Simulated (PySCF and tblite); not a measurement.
trans-1,4-dimethylcyclohexane, C₈H₁₆, numbered as in [CH3:1][C@H:2]1[CH2:3][CH2:4][C@H:5]([CH3:6])[CH2:7][CH2:8]1.

Free energies: PBE0-D3(BJ)/pcSseg-1 (IEF-PCM, chloroform) on GFN2-xTB structures plus GFN2-xTB thermal terms, symmetry and mirror images included. Conformers within 3 kcal/mol (GFN2-xTB free energy) were kept, 10 at most. GIAO shieldings: PBE0/pcSseg-1 (IEF-PCM, chloroform). Shifts are against TMS (¹H), TMS (¹³C) at the same level. Run with PySCF (density fitting) and tblite.

The 6-ring runs over atoms 2–3–4–5–7–8.

| conformer | shape | weight % | dipole D |
| --- | --- | --- | --- |
| 1 | 6-ring chair (all substituents equatorial) | 100.0 | 0.00 |

Q: How do the computed shifts compare with measured ones?

A: 
```
nucleus  signal  leading conformer  average  measured                                                   medium
     ¹H   H1/H6               0.94     0.94      0.86  not stated in the table (CDCl3 in this author's series)
     ¹H   H2/H5               1.11     1.11      1.26  not stated in the table (CDCl3 in this author's series)
```

Measured values: The use of chemical shift calculations in the conformational analysis of substituted benzenes, New J. Chem. 2019 (ESI). Mean difference for ¹H: -0.03 ppm, scatter 0.11 ppm. The computed shifts are unscaled and lack vibrational corrections.
